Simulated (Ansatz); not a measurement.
Basis-set extrapolation for C₃H₆BN (PBE0-D4/def2-TZVP geometry, frozen core, the Gaussian-basis code of Ansatz). Multiplicity 1, RHF reference.

```json
{"": "HF", "def2-TZVPP": "-196.203868", "def2-QZVPP": "-196.212758"}
{"": "MP2 correlation", "def2-TZVPP": "-0.797892", "def2-QZVPP": "-0.849243"}
{"": "CCSD(T) correlation", "def2-TZVPP": "-0.867110", "def2-QZVPP": "not run"}
```

Energies in hartree. Use E(X) = E(∞) + A·exp(−7.88·√X) for Hartree–Fock and E(X) = E(∞) + B·X^(−2.97) for correlation, with X = 3 and 4, and add CCSD(T) minus MP2 of the smaller set to the MP2 limit.

Task: What is the CCSD(T) energy at the basis-set limit?

Result: HF limit: -196.212758 + (-0.008890) × 0.13774 = -196.21398. MP2 limit: -0.849243 + (-0.051351) × 0.74074 = -0.88728. Higher-order term: -0.867110 − (-0.797892) = -0.06922. Total: -197.17048 hartree, 2.71 eV below CCSD(T)/def2-TZVPP.
